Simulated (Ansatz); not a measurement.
Basis-set extrapolation for C$_{2}$H$_{9}$BClN, SMILES `C[B-](C)([NH3+])Cl` (PBE0-D4/def2-TZVP geometry, frozen core, Ansatz). Multiplicity 1, RHF reference.

|  | def2-TZVPP | def2-QZVPP |
| --- | --- | --- |
| HF | -619.765628 | -619.785917 |
| MP2 correlation | -0.898149 | -0.963179 |
| CCSD(T) correlation | -0.992860 | not run |

Energies in hartree. Use E(X) = E(∞) + A·exp(−7.88·√X) for Hartree–Fock and E(X) = E(∞) + B·X^(−2.97) for correlation, with X = 3 and 4, and add CCSD(T) minus MP2 of the smaller set to the MP2 limit.

**Question.** What is the CCSD(T) energy at the basis-set limit?

**Answer.** HF limit: -619.785917 + (-0.020289) × 0.13774 = -619.78871. MP2 limit: -0.963179 + (-0.065030) × 0.74074 = -1.01135. Higher-order term: -0.992860 − (-0.898149) = -0.09471. Total: -620.89477 hartree, 357.8 kJ/mol below CCSD(T)/def2-TZVPP.
